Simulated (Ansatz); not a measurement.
`C[Si](C)(S)Cl` + PH₃ → `C[Si](C)(P)Cl` + H₂S at 600 K and 1 bar (ligand exchange at the Si–S bond).

Gas-phase electronic energies from Ansatz, PBE0-D4/def2-TZVP geometries. CCSD(T)/CBS is the MP2 limit (def2-TZVPP, def2-QZVPP) plus CCSD(T) − MP2 in def2-TZVPP, frozen cores. This one scheme is used for every species. One conformer a species, not always the lowest.

```tsv
species	CCSD(T)/CBS energy (Eh)	H − E (kJ/mol)	S (J/(mol·K))
`C[Si](C)(S)Cl`	-1227.07199	297.7	486.7
PH₃	-342.72256	86.3	240.2
`C[Si](C)(P)Cl`	-1170.80528	323.2	502.0
H₂S	-398.97279	60.8	230.9
```

H − E and S are ideal-gas, rigid-rotor, harmonic terms from PBE0-D4/def2-TZVP, for one conformer and one mirror image of each species. 1 Eh = 2625.50 kJ/mol, R = 8.31446 J/(mol·K).

Question: By hand: ΔE, ΔH, ΔS and ΔG.

Answer: ΔE = (-1170.80528) + (-398.97279) − (-1227.07199) − (-342.72256) = 0.01648 Eh = 43.3 kJ/mol. Δ(H − E) = 323.2 + 60.8 − 297.7 − 86.3 = 0.0, so ΔH = 43.3 kJ/mol. ΔS = 502.0 + 230.9 − 486.7 − 240.2 = 6.0 J/(mol·K). ΔG = 43.3 − 600 × (6.0)/1000 = 39.7 kJ/mol.

Question: By hand: the equilibrium constant, and the temperature at which ΔG would vanish if ΔH and ΔS stayed fixed.

Answer: log₁₀ K = −ΔG/(RT ln 10) = -3.5. ΔG = 0 at ΔH/ΔS = 7217 K, far beyond where these terms or the molecules hold.

The number of gas molecules stays the same, so ΔS is small and ΔH decides. A doubt of 5 kJ/mol in ΔE shifts log₁₀ K by 0.4 here. Other conformers and mirror images would add mixing entropy, several J/(mol·K) or more a flexible species. These are equilibria of isolated gas molecules and say nothing of rates. Largest T1 diagnostic: 0.013 (customary marks: 0.02 for closed shells, 0.045 for open ones).
